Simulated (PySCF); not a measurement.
**Adding and removing an electron: CsP**

r²SCAN; Cs def2-SVP with ECP46, P def2-SVP; scalar-relativistic core potentials (PySCF 2.14). Neutral (UKS): triplet (π ↑↑), Re = 3.368 Å, ωe = 159 cm⁻¹, De = 1.24 eV, HOMO -2.57 eV, LUMO -1.44 eV.

CsP⁺ (UKS): quartet (σ ↑, π ↑↑), Re = 3.971 Å, ωe = 56.9 cm⁻¹, De = 0.12 eV to Cs⁺ + P. The energies at the minima are -361.32012 hartree for CsP and -361.13997 for CsP⁺.

**Question.** Work out the adiabatic ionisation energy, without and with harmonic zero-point energies (1 hartree = 27.2114 eV, 1 eV = 8065.5 cm⁻¹), and the change of the bond length.

**Answer.** At r²SCAN: 0.18015 hartree = 4.902 eV between the minima; the zero-point term (56.9 − 159.0)/2 cm⁻¹ = -0.006 eV makes it 4.896 eV. Re changes by +60.3 pm against the neutral. The electron leaves a σ orbital, and the ion is left as a loose complex of an ion and an atom.

Weak bonds: CsP⁺. Basis-set superposition, not corrected here, can be much of De in a small basis, most of all at correlated wavefunction levels. Spin–orbit coupling is left out, which matters for elements this heavy, above all for dissociation energies. For an ion De counts to the pair picked by the measured ionisation energies or electron affinities, which need not be the lowest pair at this level. States were picked by a PBE0 search and need not be the measured ground states.
